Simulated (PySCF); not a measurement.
Job file and geometry (Å, from GFN2-xTB) of a spin–spin coupling run on `C1=C(C=C)C=C[Se]1`, C₆H₆Se, PySCF 2.14.0, density-fitted response routines, B3LYP/pcJ-1 Se:pcSseg-1 indirect spin-spin coupling, non-relativistic, gas phase; density fitting, a coarse starting grid and PySCF grid level 2 are the driver's defaults:

```
$ OMP_NUM_THREADS=1 python probes_run.py task.json out

{"job": {"kind": "j", "xc": "B3LYP", "basis": "pcJ-1"}, "charge": 0, "multiplicity": 1}
C     -2.178483    -0.663157     0.008506
C     -1.379589     0.368167     0.258706
C      0.068596     0.359716     0.182852
C      0.867859    -0.767044    -0.177302
C      2.201972    -0.544090    -0.181194
Se     2.629965     1.199553     0.292199
C      0.811571     1.475584     0.462116
H     -3.248326    -0.574986     0.087829
H     -1.803880    -1.629429    -0.282762
H     -1.810184     1.318871     0.548980
H      0.442161    -1.722931    -0.427440
H      2.971795    -1.254991    -0.422155
H      0.422154     2.435224     0.753345
```

**Question.** What does the program print?

**Answer.** 
```
coarse grid: 53248 points
cycle   1  E = -2633.4850488062  dE =  1.190e-01  |g| = 8.620e-01  |ddm| = 3.641e+00
cycle   2  E = -2633.3949270291  dE =  9.012e-02  |g| = 8.997e-01  |ddm| = 1.181e+00
cycle   3  E = -2633.5316229194  dE = -1.367e-01  |g| = 2.923e-01  |ddm| = 1.105e+00
cycle   4  E = -2633.5555940057  dE = -2.397e-02  |g| = 9.090e-02  |ddm| = 4.097e-01
cycle   5  E = -2633.5575479862  dE = -1.954e-03  |g| = 2.622e-02  |ddm| = 8.355e-02
cycle   6  E = -2633.5577271865  dE = -1.792e-04  |g| = 5.995e-03  |ddm| = 2.824e-02
cycle   7  E = -2633.5577351042  dE = -7.918e-06  |g| = 2.190e-03  |ddm| = 5.843e-03
final grid: 112560 points
cycle   8  E = -2633.5577533011  dE =  1.772e-06  |g| = 3.334e-03  |ddm| = 5.556e-03
cycle   9  E = -2633.5577463094  dE =  6.992e-06  |g| = 6.024e-03  |ddm| = 9.028e-03
cycle  10  E = -2633.5577562492  dE = -9.940e-06  |g| = 8.942e-04  |ddm| = 6.054e-03
cycle  11  E = -2633.5577564490  dE = -1.998e-07  |g| = 1.279e-04  |ddm| = 8.136e-04
cycle  12  E = -2633.5577564523  dE = -3.280e-09  |g| = 3.824e-05  |ddm| = 1.277e-04
cycle  13  E = -2633.5577564527  dE = -3.838e-10  |g| = 4.815e-06  |ddm| = 3.513e-05
converged SCF energy = -2633.5577564527

Indirect spin-spin couplings (Hz)
  i      j    bonds     total        FC       PSO       DSO        SD
  0 C    1 C    1     78.048    87.500    -9.614     0.162         -
  0 C    2 C    2     -0.092    -0.114     0.025    -0.003         -
  0 C    3 C    3      3.473     3.443    -0.000     0.031         -
  0 C    4 C    4     -0.527    -0.486    -0.005    -0.036         -
  0 C    6 C    3      6.819     6.228     0.641    -0.051         -
  0 C    7 H    1    166.926   165.838     0.517     0.571         -
  0 C    8 H    1    161.324   160.208     0.479     0.637         -
  0 C    9 H    2     -0.172     1.500    -1.177    -0.496         -
  0 C   11 H    5      0.168     0.180     0.187    -0.198         -
  0 C   12 H    4     -0.734    -0.865     0.368    -0.237         -
  1 C    2 C    1     61.198    63.609    -2.709     0.299         -
  1 C    3 C    2      4.386     4.314     0.051     0.021         -
  1 C    4 C    3      4.971     4.813     0.208    -0.049         -
  1 C    6 C    2      4.862     4.697     0.114     0.051         -
  1 C    7 H    2     -0.416     1.336    -1.265    -0.487         -
  1 C    8 H    2     -1.724     0.106    -1.365    -0.464         -
  1 C    9 H    1    159.051   157.878     0.260     0.913         -
  1 C   10 H    3      1.818     1.966    -0.173     0.025         -
  1 C   11 H    4      0.171     0.179     0.312    -0.320         -
  1 C   12 H    3      5.503     5.476    -0.098     0.124         -
  2 C    3 C    1     63.031    67.426    -4.732     0.337         -
  2 C    4 C    2      4.243     4.192    -0.025     0.075         -
  2 C    6 C    1     71.729    79.334    -7.978     0.374         -
  2 C    7 H    3     12.631    12.686     0.317    -0.371         -
  2 C    8 H    3      7.595     7.682    -0.212     0.124         -
  2 C    9 H    2      3.168     3.605    -0.411    -0.025         -
  2 C   10 H    2      4.933     5.583    -0.538    -0.112         -
  2 C   11 H    3     10.279    10.360     0.347    -0.428         -
  2 C   12 H    2      3.604     4.746    -0.976    -0.166         -
  3 C    4 C    1     73.417    81.378    -8.290     0.328         -
  3 C    6 C    2      6.267     6.201    -0.005     0.071         -
  3 C    7 H    4     -0.317    -0.354     0.278    -0.240         -
  3 C    9 H    3      5.510     5.496     0.384    -0.370         -
  3 C   10 H    1    170.358   168.994     0.280     1.084         -
  3 C   11 H    2      4.526     5.649    -0.833    -0.289         -
  3 C   12 H    3      9.357     9.457     0.369    -0.470         -
  4 C    6 C    2      3.970     5.148    -1.216     0.038         -
  4 C    7 H    5      0.300     0.284     0.248    -0.232         -
  4 C    8 H    5      0.372     0.249     0.146    -0.022         -
  4 C   10 H    2      8.070     9.264    -1.020    -0.174         -
  4 C   11 H    1    193.537   192.468    -0.207     1.276         -
  4 C   12 H    3      4.740     5.131     0.234    -0.624         -
  6 C    7 H    4     -0.275    -0.459     0.391    -0.208         -
  6 C    8 H    4     -1.216    -1.374     0.344    -0.187         -
  6 C    9 H    3      5.701     5.684    -0.295     0.312         -
  6 C   10 H    3      9.986     9.966     0.431    -0.411         -
  6 C   11 H    3      3.378     3.782     0.217    -0.621         -
  6 C   12 H    1    191.695   190.626    -0.285     1.353         -
  7 H    8 H    2     -0.501    -0.835     3.787    -3.454         -
  7 H    9 H    3     12.511    12.881     0.174    -0.544         -
  7 H   12 H    5      0.762     0.691     0.769    -0.698         -
  8 H    9 H    3     18.524    18.969     2.742    -3.187         -
  8 H   12 H    5      0.684     0.662     1.146    -1.124         -
  9 H   10 H    4     -0.564    -0.545     1.609    -1.627         -
  9 H   11 H    5      0.797     0.961     1.292    -1.457         -
  9 H   12 H    4     -0.158    -0.556    -1.418     1.816         -
 10 H   11 H    3      6.921     6.842     0.474    -0.395         -
 10 H   12 H    4      0.892     0.991     1.912    -2.011         -
 11 H   12 H    4      1.918     2.721     1.864    -2.667         -
```

Size and cost of the density-fitted run: 263 basis functions, 64 s wall time on 1 thread of an Arm Neoverse V1, shared host; peak memory 1 GiB.
